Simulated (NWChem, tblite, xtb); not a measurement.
## GaHBr2O (SMILES [OH][Ga]([Br])[Br]): methods side by side

GaHBr2O: 5 atoms, total charge 0, spin state singlet. As SMILES, `[OH][Ga]([Br])[Br]`. The shape is that of a PBE0-D4/def2-TZVP optimisation.

Each level gives the dipole moment (D). The values are calculated.

| level | kind | program | value (D) | CPU time |
| --- | --- | --- | --- | --- |
| GFN2-xTB | semi-empirical | tblite | 3.18 | under 2 s |
| IPEA1-xTB | semi-empirical | tblite | 1.99 | under 2 s |
| GFN1-xTB | semi-empirical | tblite | 2.28 | under 2 s |
| GFN0-xTB | semi-empirical | xtb | 1.78 | under 2 s |
| HF/STO-3G | Hartree–Fock | NWChem | 1.67 | 8.8 s |
| HF/def2-SVP | Hartree–Fock | NWChem | 1.50 | 68 s |
| B3LYP/6-31G* (spherical functions) | global hybrid | NWChem | 1.42 | 43 s |
| PBE0/def2-SVP | global hybrid | NWChem | 1.40 | 56 s |
| B3LYP/6-31G* (Cartesian functions) | global hybrid | NWChem | 1.43 | 47 s |

All-electron rows without a relativistic Hamiltonian named are non-relativistic. The values span 1.40 to 3.18 D. Magnitudes only. Sets without polarisation functions give poor dipoles. Without the sets that lack polarisation functions the rows with a basis span only 1.40 to 1.50 D. CPU times are rough (shared hosts, several kinds of processor and program).
